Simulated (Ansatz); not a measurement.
C$_{6}$H$_{12}$O$_{2}$, singlet, at a GFN2-xTB geometry of the parent state; R2SCAN/3-21G (Ansatz, a first-principles code).

The Ansatz input:
Ansatz 0.2 input:
```yaml
crystal:
  periodic: [false, false, false]
  atoms:
    - {symbol: C, position_ang: [-3.87859876, 0.56907484, -0.23906773]}
    - {symbol: C, position_ang: [-2.69519585, -0.32943690, 0.01157181]}
    - {symbol: C, position_ang: [-1.35165221, 0.36119849, -0.07247986]}
    - {symbol: C, position_ang: [-0.15743745, -0.53991423, 0.16191148]}
    - {symbol: O, position_ang: [0.98070711, 0.29253839, 0.42395932]}
    - {symbol: C, position_ang: [2.14111931, -0.14015631, -0.02975134]}
    - {symbol: C, position_ang: [3.30062485, 0.70906270, 0.41729083]}
    - {symbol: O, position_ang: [2.26579798, -1.11327316, -0.72891355]}
    - {symbol: H, position_ang: [-3.76309220, 1.14165276, -1.15883222]}
    - {symbol: H, position_ang: [-4.79595382, -0.01498766, -0.27916002]}
    - {symbol: H, position_ang: [-4.01481834, 1.30056336, 0.56297046]}
    - {symbol: H, position_ang: [-2.82366548, -0.83627884, 0.97736436]}
    - {symbol: H, position_ang: [-2.70688169, -1.15499881, -0.71818678]}
    - {symbol: H, position_ang: [-1.31799885, 1.16739233, 0.67568311]}
    - {symbol: H, position_ang: [-1.22772050, 0.87440248, -1.03385711]}
    - {symbol: H, position_ang: [-0.31201660, -1.19799783, 1.02569627]}
    - {symbol: H, position_ang: [0.09117320, -1.17675346, -0.70374835]}
    - {symbol: H, position_ang: [2.93378746, 1.67941786, 0.74147963]}
    - {symbol: H, position_ang: [4.01827272, 0.80078337, -0.39478626]}
    - {symbol: H, position_ang: [3.79371392, 0.20371123, 1.24815944]}
basis:
  gaussian:
    orbitals: 3-21G.json
hamiltonian:
  xc: r2scan
```
The basis file holds 3-21G in the JSON format of the Basis Set Exchange.

Output, abridged:

```
Functional definition: r2SCAN
1366 factors; their error is unknown
mean field evaluation 1: about -10439.3856 eV, gradient 6.8e1 eV
mean field evaluation 2: about -10428.1668 eV, gradient 1.0e2 eV
mean field evaluation 4: about -10448.8325 eV, gradient 5.9e0 eV
mean field evaluation 8: about -10448.9074 eV, gradient 2.0e-1 eV
mean field evaluation 16: about -10448.7492 eV, gradient 4.0e-4 eV
a density is far from that of the atoms, so the factors are made again for it
1283 factors; integrals over basis functions are off by at most 8.5e-5 eV
mean field -10448.74683596 eV, -383.9843638065 hartree, gradient 1.6e-5 eV, S^2 0.000000; 0 other end points of the search recorded, 0 dependent functions left out
reference -10448.74684384 eV, -383.9843640960 hartree; 32, 32 occupied and 64, 64 virtual orbitals, 1283 factors
Total energy: -10448.74684384 eV, -383.9843640960 hartree
```
